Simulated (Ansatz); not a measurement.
This geometry of H4MgNOSi (8 atoms, charge 1, multiplicity 1) is a first-order saddle point.

All numbers below come from RKS B3LYP-D4/6-31G* (Ansatz).

```xyz
8
Properties=species:S:1:pos:R:3
O -1.103 1.345 -0.837
Si 0.338 1.154 -0.183
N 0.825 -0.308 0.370
Mg -0.072 -2.123 0.368
H -2.014 1.433 -0.529
H 1.217 2.326 -0.243
H 1.785 -0.294 0.723
H -0.976 -3.532 0.331
```

Question: Which two structures does it join? (They come from a converged band through this point; their orientation in space is the band's.)

Answer: No bond is made or broken. The dihedral H5–O1–Si2–N3 goes from 0 to 180°.

First end point:

```xyz
8
Properties=species:S:1:pos:R:3
O -1.124 1.641 -0.635
Si 0.336 1.206 -0.148
N 0.783 -0.314 0.277
Mg -0.069 -2.142 0.407
H -1.927 1.111 -0.750
H 1.238 2.358 -0.129
H 1.770 -0.329 0.551
H -1.006 -3.530 0.426
```

Last end point:

```xyz
8
Properties=species:S:1:pos:R:3
O -1.258 1.071 -0.559
Si 0.295 1.103 -0.139
N 0.884 -0.350 0.311
Mg -0.107 -2.118 0.391
H -1.773 1.839 -0.853
H 1.030 2.375 -0.187
H 1.869 -0.352 0.582
H -0.939 -3.570 0.454
```

Question: How far does it lie above each of them?

Answer: 0.077 eV above the first and 0.198 eV above the second. This is the barrier of this one path; another mechanism may lie lower. Limits of this set-up: the dipole of an ion depends on the origin.

The run took 3.7 min on 1 CPU thread of a shared host.
